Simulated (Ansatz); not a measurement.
Reaction (ligand exchange at a Ge–N bond): `[SiH3][N]([SiH3])[GeH]` + HBr → `[GeH][Br]` + `[SiH3]N[SiH3]`

Isolated molecules relaxed with PBE0-D4/def2-TZVP in Ansatz; ΔE leaves out vibrations. CCSD(T)/CBS adds triple-zeta CCSD(T) − MP2 to the extrapolated MP2 energy (def2 sets, frozen cores). This one scheme is used for every species. Functionals use def2-TZVPP. B3LYP here is the variant with VWN-RPA as its local correlation; programs differ in this. For Br, Ge outer-core shells are correlated without core-valence functions, which leaves a few kJ/mol of doubt a bond. Scalar relativity is left out up to krypton.

`[SiH3][N]([SiH3])[GeH]`:

```xyz
11

Si   -1.097   -0.171   -0.912
N     0.019   -0.133    0.431
Si    1.590    0.596    0.264
Ge   -0.498   -0.888    2.042
H    -2.348    0.559   -0.586
H    -0.447    0.499   -2.076
H    -1.426   -1.567   -1.294
H     2.292    0.471    1.567
H     2.382   -0.085   -0.796
H     1.472    2.033   -0.102
H    -1.938   -1.316    1.462
```

HBr:

```xyz
2

Br    0.125    0.572    0.402
H    -0.125   -0.572   -0.402
```

`[GeH][Br]`:

Z-matrix (Å, degrees):
```
Ge
Br 1 2.339
H 1 1.598 2 93.3
```

`[SiH3]N[SiH3]`:

Z-matrix (Å, degrees):
```
Si
N 1 1.726
H 1 1.490 2 112.6
H 1 1.484 2 107.4 3 119.9
H 1 1.489 2 110.9 3 -120.0
Si 2 1.726 1 128.9 3 -109.8
H 2 1.011 1 115.5 3 66.2
H 6 1.490 2 112.6 1 109.8
H 6 1.484 2 107.4 1 -10.1
H 6 1.488 2 110.9 1 -130.1
```

```tsv
level	ΔE (kJ/mol)
B3LYP-D4	-54.2
B3LYP	-67.2
BHLYP	-69.1
MP2/def2-QZVPP	-39.3
```

Problem. What does CCSD(T)/CBS give? (An estimate is asked.)

Solution. Computed: -43.9 kJ/mol. The listed levels differ from it by -10.3, -23.3, -25.2, 4.6 kJ/mol.

Problem. What do rigid-rotor, harmonic-oscillator terms from PBE0-D4/def2-TZVP frequencies (298.15 K, 1 bar) make of the CCSD(T)/CBS value? (Estimate.)

Solution. Ansatz gave: ΔZPE = +8.4 kJ/mol, ΔH = -36.2 kJ/mol, ΔS = 49 J/(mol·K), ΔG = -50.7 kJ/mol. Modes under 50 cm⁻¹ make the entropy rough.

Largest T1 diagnostic among the species: 0.014.

At CCSD(T), def2-SVP lies +9.5 kJ/mol from the extrapolated value and def2-TZVPP +4.3 kJ/mol. In def2-TZVPP, CCSD(T) changes the Hartree–Fock value by +36.7 kJ/mol (the triples alone add +5.5 kJ/mol) and MP2 by +39.4 kJ/mol. The D4 term adds +13.0 kJ/mol with B3LYP and +7.0 kJ/mol with PBE0; it sums over pairs of atoms, weighted by their polarisabilities, and B3LYP, whose exchange is more repulsive, gets the larger term.
